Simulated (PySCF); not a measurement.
C2H6ClFSi, SMILES F[C@H](C[SiH3])Cl. Geometry optimised at PBE0-D3(BJ)/def2-SVP. The structure was generated by enumeration; whether it is a known compound was not checked. One conformer was computed; it need not be the lowest.

Give the equilibrium geometry at PBE0-D3(BJ)/def2-SVP (PySCF confirms it by a frequency run) as a Z-matrix. (An estimate is asked for; the answer gives what the named calculation found.)

One answer among several that fit: 
```
C
H 1 1.1014
H 1 1.1034 2 106.90
C 1 1.5067 2 109.25 3 -115.98
F 4 1.3536 1 110.33 2 173.98
H 4 1.1008 5 108.06 1 124.11
Cl 4 1.7938 6 105.46 5 -116.08
Si 1 1.9034 2 108.46 3 116.90
H 8 1.4905 1 111.04 2 167.25
H 8 1.4905 9 109.92 1 123.38
H 8 1.4948 9 109.06 10 118.94
```
Charge 0, spin multiplicity 1.
